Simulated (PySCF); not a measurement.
trimethylboroxine (C₃H₉B₃O₃), singlet, geometry from GFN2-xTB; HF/6-31G (PySCF).

PySCF was given this input:
```python
from pyscf import gto, scf

mol = gto.M(
    atom='''
C    -1.88395612   -2.27603110   -0.19044238
B    -0.87190410   -1.05674841   -0.09615793
O     0.47004841   -1.27270533    0.04483004
B     1.35009723   -0.23070259    0.14235499
C     2.90538755   -0.50419483    0.30298053
O     0.86423434    1.04578587    0.09599612
B    -0.47285194    1.29171753   -0.04663207
C    -1.02286120    2.77925774   -0.11210905
O    -1.32942531    0.23068972   -0.14120135
H    -1.38725937   -3.18978592   -0.50066549
H    -2.69630027   -2.06716824   -0.88002264
H    -2.33445810   -2.46363513    0.78177321
H     3.29289147   -1.03354151   -0.56390256
H     3.10060956   -1.13590232    1.16551924
H     3.46912033    0.41574807    0.41763267
H    -1.89407176    2.90521266    0.52450806
H    -0.26974731    3.50276142    0.18249627
H    -1.33777140    3.02062529   -1.12473696
''',
    basis='6-31g',
    verbose=4,
)

mf = scf.RHF(mol)
mf.kernel()
```

Output, abridged:

```
PySCF version 2.14.0

[INPUT] verbose = 4
[INPUT] num. atoms = 18
[INPUT] num. electrons = 66
[INPUT] charge = 0
[INPUT] spin (= nelec alpha-beta = 2S) = 0
[INPUT] symmetry False subgroup None
[INPUT] Mole.unit = angstrom
[INPUT] Symbol           X                Y                Z      unit          X                Y                Z       unit  Magmom
[INPUT]  1 C     -1.883956120000  -2.276031100000  -0.190442380000 AA   -3.560161097498  -4.301075429993  -0.359883940710 Bohr   0.0
[INPUT]  2 B     -0.871904100000  -1.056748410000  -0.096157930000 AA   -1.647659955885  -1.996965077470  -0.181712152405 Bohr   0.0
[INPUT]  3 O      0.470048410000  -1.272705330000   0.044830040000 AA    0.888262760187  -2.405064510974   0.084716497753 Bohr   0.0
[INPUT]  4 B      1.350097230000  -0.230702590000   0.142354990000 AA    2.551314006234  -0.435964711328   0.269011943565 Bohr   0.0
[INPUT]  5 C      2.905387550000  -0.504194830000   0.302980530000 AA    5.490386755221  -0.952790142122   0.572550222776 Bohr   0.0
[INPUT]  6 O      0.864234340000   1.045785870000   0.095996120000 AA    1.633166210044   1.976248879240   0.181406375821 Bohr   0.0
[INPUT]  7 B     -0.472851940000   1.291717530000  -0.046632070000 AA   -0.893560664069   2.440992362000  -0.088121840922 Bohr   0.0
[INPUT]  8 C     -1.022861200000   2.779257740000  -0.112109050000 AA   -1.932927531444   5.252035958178  -0.211855400585 Bohr   0.0
[INPUT]  9 O     -1.329425310000   0.230689720000  -0.141201350000 AA   -2.512249738965   0.435940390553  -0.266831879919 Bohr   0.0
[INPUT] 10 H     -1.387259370000  -3.189785920000  -0.500665490000 AA   -2.621540273037  -6.027821784794  -0.946120656121 Bohr   0.0
[INPUT] 11 H     -2.696300270000  -2.067168240000  -0.880022640000 AA   -5.095269059891  -3.906381826999  -1.663001773017 Bohr   0.0
[INPUT] 12 H     -2.334458100000  -2.463635130000   0.781773210000 AA   -4.411486458273  -4.655595666557   1.477337258422 Bohr   0.0
[INPUT] 13 H      3.292891470000  -1.033541510000  -0.563902560000 AA    6.222663036216  -1.953110392269  -1.065621399341 Bohr   0.0
[INPUT] 14 H      3.100609560000  -1.135902320000   1.165519240000 AA    5.859302887608  -2.146544289058   2.202512156511 Bohr   0.0
[INPUT] 15 H      3.469120330000   0.415748070000   0.417632670000 AA    6.555687316861   0.785649989117   0.789211366971 Bohr   0.0
[INPUT] 16 H     -1.894071760000   2.905212660000   0.524508060000 AA   -3.579276886673   5.490056261019   0.991176583527 Bohr   0.0
[INPUT] 17 H     -0.269747310000   3.502761420000   0.182496270000 AA   -0.509748538738   6.619259763493   0.344867969055 Bohr   0.0
[INPUT] 18 H     -1.337771400000   3.020625290000  -1.124736960000 AA   -2.528021563276   5.708154523035  -2.125444816576 Bohr   0.0

nuclear repulsion = 415.219515055801
number of shells = 63
number of NR pGTOs = 234
number of NR cGTOs = 99
basis = 6-31g
ecp = {}

******** <class 'pyscf.scf.hf.RHF'> ********
method = RHF
initial guess = minao
damping factor = 0
level_shift factor = 0
DIIS = <class 'pyscf.scf.diis.CDIIS'>
diis_start_cycle = 1
diis_space = 8
diis_damp = 0
SCF conv_tol = 1e-09
SCF conv_tol_grad = None
SCF max_cycles = 50
direct_scf = True
direct_scf_tol = 1e-13
Set gradient conv threshold to 3.16228e-05
Initial guess from minao.
init E= -419.804144260685
  HOMO = -0.365513825423461  LUMO = 0.088804903777489  gap/eV = 12.36264
cycle= 1 E= -417.516604169148  delta_E= 2.29  |g|= 0.769  |ddm|= 3.87
  HOMO = -0.429054177758027  LUMO = 0.150723032137469  gap/eV = 15.77654
cycle= 2 E= -417.64220026079  delta_E= -0.126  |g|=  0.4  |ddm|=    1
  HOMO = -0.46938484740121  LUMO = 0.151015233212132  gap/eV = 16.88195
cycle= 3 E= -417.671747278544  delta_E= -0.0295  |g|= 0.0654  |ddm|= 0.335
  HOMO = -0.466165720248673  LUMO = 0.159057103333108  gap/eV = 17.01318
cycle= 4 E= -417.673309391942  delta_E= -0.00156  |g|= 0.00763  |ddm|= 0.116
  HOMO = -0.467584382965546  LUMO = 0.157203975420761  gap/eV = 17.00136
cycle= 5 E= -417.673339867623  delta_E= -3.05e-05  |g|= 0.00218  |ddm|= 0.0211
  HOMO = -0.467971119571682  LUMO = 0.157191549767737  gap/eV = 17.01154
cycle= 6 E= -417.673341867301  delta_E= -2e-06  |g|= 0.000631  |ddm|= 0.00476
  HOMO = -0.467885914276347  LUMO = 0.157285971665117  gap/eV = 17.01179
cycle= 7 E= -417.673342056783  delta_E= -1.89e-07  |g|= 0.000152  |ddm|= 0.00128
  HOMO = -0.467916321726208  LUMO = 0.157259302687985  gap/eV = 17.01190
cycle= 8 E= -417.673342070329  delta_E= -1.35e-08  |g|= 5.76e-05  |ddm|= 0.000293
  HOMO = -0.467916981651035  LUMO = 0.15725754148568  gap/eV = 17.01187
cycle= 9 E= -417.673342071422  delta_E= -1.09e-09  |g|= 1.78e-05  |ddm|= 7.22e-05
  HOMO = -0.467915052917239  LUMO = 0.157259548970402  gap/eV = 17.01187
cycle= 10 E= -417.673342071573  delta_E= -1.51e-10  |g|= 3.78e-06  |ddm|= 3.56e-05
  HOMO = -0.46791547929814  LUMO = 0.157259072953581  gap/eV = 17.01187
Extra cycle  E= -417.673342071585  delta_E= -1.23e-11  |g|= 1.63e-06  |ddm|= 7.78e-06
converged SCF energy = -417.673342071585
```
